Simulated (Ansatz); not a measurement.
Reaction (cleavage of the Si–B bond): `OB([SiH3])CF` + `BN` → `BN[SiH3]` + `OBCF`

Isolated molecules relaxed with PBE0-D4/def2-TZVP in Ansatz; ΔE leaves out vibrations. CCSD(T)/CBS adds triple-zeta CCSD(T) − MP2 to the extrapolated MP2 energy (def2 sets, frozen cores). This one scheme is used for every species. Functionals use def2-TZVPP. B3LYP here is the variant with VWN-RPA as its local correlation; programs differ in this. Each species was taken in one conformer, which may not be the lowest.

```
             level  ΔE (kJ/mol)  difference from CCSD(T)/CBS
            PBE-D4        -36.0                         21.0
         r2SCAN-D4        -48.2                          8.8
           PBE0-D4        -43.7                         13.3
          B3LYP-D4        -53.3                          3.7
           ωB97X-V        -52.8                          4.2
           ωB97M-V        -56.2                          0.8
            B2PLYP        -59.0                         -2.0
               PBE        -37.0                         20.0
            r2SCAN        -48.6                          8.4
              PBE0        -44.7                         12.3
             B3LYP        -54.7                          2.3
     HF/def2-TZVPP        -76.1                        -19.1
    MP2/def2-TZVPP        -64.0                         -7.0
SCS-MP2/def2-TZVPP        -66.2                         -9.2
   CCSD/def2-TZVPP        -58.9                         -1.9
CCSD(T)/def2-TZVPP        -56.1                          0.9
     HF/def2-QZVPP        -77.6                        -20.6
    MP2/def2-QZVPP        -65.0                         -8.0
SCS-MP2/def2-QZVPP        -67.2                        -10.2
      HF/CBS(def2)        -77.8                        -20.8
     MP2/CBS(def2)        -64.8                         -7.8
    CCSD/CBS(def2)        -59.7                         -2.7
       CCSD(T)/CBS        -57.0                            0
```

Largest T1 diagnostic among the species: 0.013.

In def2-TZVPP, CCSD(T) changes the Hartree–Fock value by +20.0 kJ/mol (the triples alone add +2.8 kJ/mol) and MP2 by +12.2 kJ/mol. From PBE to PBE0 (25 % exact exchange), in def2-TZVPP and without D4, ΔE moves by −7.7 kJ/mol.
